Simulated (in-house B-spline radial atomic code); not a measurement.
# Ionising Ag⁷⁺ with different functionals

Computed with a B-spline radial code for spherical atoms: non-relativistic Hamiltonian, point nucleus, spin-polarised at highest spin, spherical fractional occupations for the functionals, and exact exchange of hybrids averaged over the configuration. The ionisation energy is the difference of two self-consistent energies, [Kr] 4d4 → [Kr] 4d3, without Breit or QED terms; ε is the level of the shell that loses the electron (its least bound occupied spin orbital). There is no spin-orbit coupling in this Hamiltonian.

```csv
method,rung,ΔSCF (eV),-ε(4d) (eV)
PBE0,global hybrid,127.60,120.42
B3LYP,global hybrid,127.48,119.73
TPSSh,global hybrid,127.53,118.74
M06-2X,global hybrid,127.13,122.98
BHandHLYP,global hybrid,127.43,122.92
r2SCAN0,global hybrid,127.94,120.84
B97-1,global hybrid,127.33,119.68
HSE06,range-separated hybrid,127.56,119.96
wB97X,range-separated hybrid,127.20,122.59
CAM-B3LYP,range-separated hybrid,127.42,121.70
LC-wPBE,range-separated hybrid,127.52,123.04
```

Question: Among the functionals, which spreads more, the ΔSCF values or the orbital energies?

Answer: The orbital energies: ΔSCF values span about 0.81 eV and the orbital energies 4.30 eV; here energy differences depend much less on the functional than eigenvalues do.

Question: How do they compare with the NIST value?

Answer: NIST lists 125 eV ± 2.1 (tabulated theory, ground level to ground level). Errors run from +2.13 to +2.94 eV; all lie within about twice that uncertainty, so the table can't rank the methods.
